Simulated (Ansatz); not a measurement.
Ideal-gas functions of CH₅InSe, SMILES `C[Se][InH2]` at 800 K and 1 bar, from an Ansatz frequency run at PBE0-D4/def2-TZVP.

Molar mass 210.83 g/mol, point group Cs (symmetry number 1), electronic degeneracy 1, moments of inertia 53.754, 356.898, 407.452 u Å². Harmonic wavenumbers (cm⁻¹, unscaled): 52, 138, 215, 246, 364, 505, 566, 608, 920, 921, 1308, 1463, 1471, 1821, 1852, 3076, 3176, 3177.

Use S(trans) = R[1.5 ln M + 2.5 ln T − 1.1517]; rotational temperatures θ = 24.2544 K / I; S(rot) = R[ln(√π/σ · √(T³/θAθBθC)) + 1.5]; for each mode x = 1.438777 ν̃/T, S = R[x/(eˣ − 1) − ln(1 − e⁻ˣ)] and H = RT x/(eˣ − 1); 1 cm⁻¹ = 0.0119627 kJ/mol; R = 8.31446 J/(mol·K).

Question: By hand: the entropy, in J/(mol·K).

Answer: Translation 196.1. Rotation: θ = 0.4512, 0.068, 0.0595 K, giving 126.8. Vibration, mode by mode: 28.02, 19.92, 16.27, 15.16, 11.98, 9.39, 8.52, 7.97, 5.02, 5.01, 2.89, 2.32, 2.29, 1.39, 1.33, 0.22, 0.19, 0.18, in all 138.1. Electronic 0.0. Sum 461.0 J/(mol·K).

Question: By hand: H − E and G − E in kJ/mol, counted from the electronic energy.

Answer: Zero-point energy ½ × 21879 × 0.0119627 = 130.9; thermal vibration 50.9; translation, rotation and pV give 4 RT = 26.6. H − E = 208.4 kJ/mol, and G − E = 208.4 − 800 × 461.0/1000 = -160.4 kJ/mol.

Vibration gives 30 % of the entropy, 47.9 J/(mol·K) of it from the modes under 150 cm⁻¹: soft modes count most, and the harmonic formula is weakest for them.
